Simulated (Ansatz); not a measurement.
Born–Oppenheimer molecular dynamics of H5NO3Si (10 atoms, charge 0, multiplicity 1). It starts from a relaxed structure.

Theory: Ansatz, RKS PBE0-D4/def2-SVP.

* ensemble: NVT, Langevin thermostat
* time step: 0.5 fs
* steps asked: 500
* set temperature: 200 K
* friction: 0.01 /fs
* seed: 265897

First frame:

```xyz
10
Properties=species:S:1:pos:R:3
Si -0.064 -0.157 0.177
N -0.006 -0.123 1.882
H -0.837 0.049 2.434
H 0.828 0.230 2.337
O 1.504 -0.437 -0.263
H 1.736 -0.073 -1.122
O -0.571 1.203 -0.625
H -1.416 1.101 -1.073
O -1.161 -1.303 -0.312
H -1.106 -2.138 0.161
```

Problem. How far do the bonds stretch over the last three quarters of this one trajectory? (Pairs bonded in most of those frames.)

Solution. 
```csv
bond,mean (Å),spread (Å),shortest,longest
Si1–N2,1.712,0.023,1.67,1.76
Si1–O5,1.654,0.014,1.62,1.68
Si1–O7,1.657,0.019,1.63,1.70
Si1–O9,1.670,0.023,1.62,1.71
N2–H3,1.015,0.026,0.97,1.07
N2–H4,1.013,0.017,0.97,1.06
O5–H6,0.963,0.014,0.93,0.99
O7–H8,0.964,0.021,0.92,1.00
O9–H10,0.962,0.015,0.93,1.00
```

Mean temperature of the second half: 171 K. The mean temperature of the second half is 14 % below the set value. A run of 0.25 ps of so small a system gives no equilibrium averages.

Run time: 18 min on 2 threads of Arm Neoverse V1, with other jobs on the host, peak memory 0.2 GiB.
